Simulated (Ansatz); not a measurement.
Geometry optimisation, RHF/cc-pVDZ in Ansatz 0.2.0.

input.yaml

```yaml
crystal:
  periodic: [false, false, false]
  atoms:
    - { symbol: Al, position_ang: [0.025424, 0.563681, -0.288484] }
    - { symbol: H, position_ang: [-0.055001, -0.124442, 2.383778] }
    - { symbol: O, position_ang: [1.497164, -0.251871, -0.582768] }
    - { symbol: H, position_ang: [1.635549, -1.075104, -1.01733] }
    - { symbol: O, position_ang: [-1.51395, -0.016057, -0.746795] }
    - { symbol: H, position_ang: [-1.746471, -0.849464, -1.115888] }
    - { symbol: "N", position_ang: [0.093574, 2.195224, 0.609285] }
    - { symbol: H, position_ang: [0.95885, 2.697703, 0.688214] }
    - { symbol: H, position_ang: [-0.671025, 2.844139, 0.560666] }
    - { symbol: H, position_ang: [-0.039314, 0.562491, 2.185722] }
basis:
  gaussian: { orbitals: cc-pVDZ }
hamiltonian:
  xc: hf
relax:
  f_tol: 0.03
  max_steps: 50
```

Launched with:

```bash
$ ansatz run input.yaml --threads 1 --pin off --max-ram 2048MiB --backend cpu --events-out ev --progress --plain --runs-dir out
```

Question: Where does it end, and by what steps?

Answer: The run converged. The force dipped under the threshold on the way, but the program's further checks kept it going. After 24 steps the energy has fallen by 0.266 eV; H2 moved furthest, 1.65 Å.

| step | energy less start (eV) | largest force component (eV/Å) | accepted |
| --- | --- | --- | --- |
| 0 | 0.0000 | 1.608 | yes |
| 1 | -0.1691 | 0.856 | yes |
| 2 | -0.2221 | 0.369 | yes |
| 3 | -0.2382 | 0.151 | yes |
| 4 | -0.2442 | 0.121 | yes |
| 5 | -0.2444 | 0.182 | yes |
| 6 | -0.2467 | 0.172 | yes |
| 7 | -0.1458 | 2.031 | no |
| 8 | -0.2485 | 0.018 | yes |
| 9 | -0.2460 | 0.465 | no |
| 10 | -0.2490 | 0.102 | yes |
| 11 | -0.2496 | 0.133 | yes |
| 12 | -0.2506 | 0.163 | yes |
| 13 | -0.2519 | 0.207 | yes |
| 14 | -0.2527 | 0.336 | yes |
| 15 | -0.2547 | 0.173 | yes |
| 16 | -0.2571 | 0.044 | yes |
| 17 | -0.2600 | 0.090 | yes |
| 18 | -0.2609 | 0.280 | yes |
| 19 | -0.2631 | 0.115 | yes |
| 20 | -0.2642 | 0.023 | yes |
| 21 | -0.2651 | 0.080 | yes |
| 22 | -0.2645 | 0.275 | no |
| 23 | -0.2655 | 0.070 | yes |
| 24 | -0.2657 | 0.028 | yes |

```xyz
10
Properties=species:S:1:pos:R:3
Al 0.038 0.534 -0.666
H -0.101 0.492 3.909
O 1.518 -0.183 -1.137
H 1.660 -0.915 -1.711
O -1.493 0.019 -1.226
H -1.697 -0.690 -1.811
N 0.094 1.879 0.483
H 0.936 2.285 0.842
H -0.706 2.395 0.793
H -0.064 0.731 3.200
```

Time of the run: 37 s on 1 thread of Arm Neoverse V2, on a shared host, peak memory 0.16 GiB.
